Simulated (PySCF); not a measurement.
LaF₃ (singlet). Method: PySCF, PBE0, basis La def2-TZVP with ECP46, F def2-TZVP (scalar-relativistic core potentials, no spin–orbit coupling, density fitting).

Harmonic bands of its minimum:

```tsv
ω (cm⁻¹)	IR (km/mol, summed over degenerate members)	degeneracy
69	63.9	1
132	31.4	2
522	440	2
535	18.3	1
```

The central atom is La. Infer the point group and assign the bands.

C3v. The modes span 2a1 + 2e: 69 a1, 132 e, 522 e, 535 a1. The computed geometry has La–F 2.144 Å (×3); F–La–F 115.0° (×3).

This need not be the most stable arrangement of these atoms.
